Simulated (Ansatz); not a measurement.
System (SMILES): [F][Ge] (F-Ge), doublet.
Atoms: Ge1, F2. Bonds: Ge1-F2.

How fast the optimised Ge1-F2 bond length converges with the basis for several methods (Ansatz, an electronic-structure program): deviation from each method's own reference, in Å. References: B3LYP 1.7654 Å, the value in pcseg-4; HF 1.7258 Å, the value in pcseg-4; MP2 1.7595 Å, the value in aug-cc-pVQZ; PBE 1.7769 Å, the value in pcseg-4. Cartesian d functions, on some or all atoms, in 6-31G*; all else is spherical. In correlated methods cores are frozen (with 3d on Ga to Br). Open shells are unrestricted. No added dispersion term, no relativity. The reference of a correlated method is not its basis-set limit, which lies further on.

```tsv
basis	functions	B3LYP	HF	MP2	PBE
cc-pVDZ	41	0.0161	0.0340	[?]	0.0165
def2-SVP	46	0.0000	0.0185	[?]	0.0008
6-31G*	50	-0.0020	0.0103	[?]	-0.0017
6-311G**	62	0.0126	0.0229	[?]	0.0133
def2-TZVPP	79	0.0045	0.0062	[?]	0.0045
def2-TZVPPD	94	0.0060	0.0072	[?]	0.0064
cc-pVQZ	123	-0.0010	0.0013	[?]	-0.0012
aug-cc-pVQZ	173	0.0006	0.0019	[?]	0.0004
```

Question: Complete the blanks.

Answer: 
- cc-pVDZ, MP2: 0.0160
- def2-SVP, MP2: 0.0009
- 6-31G*, MP2: -0.0019
- 6-311G**, MP2: 0.0066
- def2-TZVPP, MP2: 0.0001
- def2-TZVPPD, MP2: 0.0050
- cc-pVQZ, MP2: -0.0036
- aug-cc-pVQZ, MP2: 0.0000

Mean absolute deviation over 6-311G**, def2-TZVPP, def2-TZVPPD: MP2 0.0039, B3LYP 0.0077, PBE 0.0081, HF 0.0121 Å.
